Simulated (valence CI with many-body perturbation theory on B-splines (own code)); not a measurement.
Which ion has this spectrum?

A relativistic CI+MBPT calculation for an atom or ion with 6 electrons gives these levels (eV):

| J | Parity | E | g |
| --- | --- | --- | --- |
| 0 | even | 0.00 |  |
| 1 | even | 3.68 | 1.50 |
| 2 | even | 6.91 | 1.45 |
| 2 | even | 17.45 | 1.05 |
| 0 | even | 30.05 |  |
| 2 | odd | 41.37 | 1.99 |
| 2 | odd | 71.79 | 1.20 |
| 1 | odd | 71.94 | 0.56 |
| 3 | odd | 72.76 | 1.33 |
| 0 | odd | 84.15 |  |
| 1 | odd | 84.46 | 1.45 |
| 2 | odd | 85.18 | 1.46 |
| 1 | odd | 104.00 | 1.91 |
| 2 | odd | 104.84 | 1.01 |

The energies are calculated, with errors of perhaps 400 cm⁻¹, more in some levels.

Question: Which is it?
A. Cr18+
B. Ca14+
C. Ti16+
D. K13+

Answer: C. Ti16+, ground level 2s²2p² ³P_0.
